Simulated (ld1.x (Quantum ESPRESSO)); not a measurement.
**u(r) = r·R(r): atom against pseudo-atom (B)**

Columns: radius, all-electron u(r) and pseudo u(r) of the 2p shell (level -3.84 eV) of boron in the configuration [He] 2s1.75 2p1.25; LDA (PZ), scalar-relativistic, RRKJ scheme, ld1.x (Quantum ESPRESSO) 7.5.

```csv
r (bohr),all-electron,pseudo
0.198,0.0871,0.0213
0.395,0.2337,0.0818
0.593,0.3696,0.1739
0.790,0.4752,0.2847
0.988,0.5502,0.4013
1.185,0.5970,0.5089
1.383,0.6209,0.5970
1.580,0.6266,0.6573
1.778,0.6189,0.6874
1.975,0.6015,0.6883
2.173,0.5774,0.6652
2.370,0.5492,0.6254
2.568,0.5182,0.5760
2.765,0.4860,0.5246
2.963,0.4534,0.4754
3.160,0.4214,0.4317
3.358,0.3900,0.3936
3.555,0.3599,0.3607
3.753,0.3312,0.3312
3.950,0.3041,0.3041
4.148,0.2785,0.2785
4.345,0.2547,0.2547
4.542,0.2326,0.2326
4.740,0.2120,0.2120
4.938,0.1930,0.1930
5.135,0.1755,0.1755
```

**Question.** How many radial nodes do the two functions have?

**Answer.** The all-electron 2p function has n − l − 1 = 0; the pseudo-wave has 0.

**Question.** At about which radius was the pseudo-wave matched?

**Answer.** 3.95 bohr, where the columns begin to agree (steps of 0.20 bohr).

**Question.** Is the pseudo-wave norm-conserving?

**Answer.** Yes: the RRKJ scheme keeps the norm inside the radius equal to the all-electron one, which fixes the energy derivative of the logarithmic derivative at the level.
